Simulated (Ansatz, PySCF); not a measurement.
Gas-phase reaction in SMILES: CN(C)[SiH3] -> C[N][SiH3] + [CH3] (CH3) (the C-N bond at the site shown breaks; other sites are not compared here)
Structures are relaxed separately at B3LYP-D3(BJ)/def2-TZVP in Ansatz (a quantum-chemistry and plane-wave program).

Quantity: bond dissociation energy (0 K, with B3LYP-D3(BJ) harmonic zero-point energies from PySCF), in kcal/mol. Valence correlation only, unless marked. UHF or UKS for open shells. No spin-orbit coupling. No relativistic terms. Basis-set limits of correlation are two-point, X^-3; Hartree-Fock from the larger set. [CCSD(T)-MP2]/basis is that difference in the basis named.

```
level                                                                 program  bond dissociation energy (kcal/mol)
-------------------------------------------------------------  --------------  -----------------------------------
B97M-V/def2-TZVPD                                                      Ansatz                                    …
PBE0/6-31G*                                                            Ansatz                                    …
PBE0-D3(BJ)/def2-TZVPD                                         Ansatz + dftd3                                    …
r2SCANh-D4/def2-TZVPD                                          Ansatz + dftd4                                 74.1
r2SCAN0/def2-TZVPD                                                     Ansatz                                 73.5
HSE06-D3(BJ)/def2-TZVPD                                        Ansatz + dftd3                                 80.4
HSE06-D4/def2-TZVPD                                            Ansatz + dftd4                                 80.7
CAM-B3LYP-D4/def2-TZVPD                                        Ansatz + dftd4                                    …
LC-wPBE-D3(BJ)/def2-TZVPD                                      Ansatz + dftd3                                 81.8
LC-wPBE-D4/def2-TZVPD                                          Ansatz + dftd4                                 82.2
RI-MP2/CBS(cc-pV(T+d)Z,cc-pV(Q+d)Z)+[CCSD(T)-MP2]/cc-pV(T+d)Z          Ansatz                                 84.5
```

### Question
Fill in the missing entries.

### Answer

- B97M-V/def2-TZVPD, bond dissociation energy (kcal/mol): 78.2
- PBE0/6-31G*, bond dissociation energy (kcal/mol): 81.7
- PBE0-D3(BJ)/def2-TZVPD, bond dissociation energy (kcal/mol): 80.6
- CAM-B3LYP-D4/def2-TZVPD, bond dissociation energy (kcal/mol): 79.7
